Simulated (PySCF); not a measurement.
H3N.

```xyz
4

N      0.0000     0.0000     0.1117
H      0.8165    -0.4714    -0.2605
H     -0.8165    -0.4714    -0.2605
H      0.0000     0.9428    -0.2605
```

Geometry: B3LYP-D3(BJ)/def2-TZVP.

All values below come from B3LYP/pcSseg-1 (PySCF). Non-relativistic, no solvent.

Computed absolute GIAO shielding of each atom: isotropic value and principal components (ppm):
| atom | σ(iso) | σ11 | σ22 | σ33 | span |
|---|---|---|---|---|---|
| N1 | 265.5 | 223.9 | 286.3 | 286.3 | 62.4 |
| H2 | 31.8 | 26.1 | 26.9 | 42.4 | 16.3 |
| H3 | 31.8 | 26.1 | 26.9 | 42.4 | 16.3 |
| H4 | 31.8 | 26.1 | 26.9 | 42.4 | 16.3 |
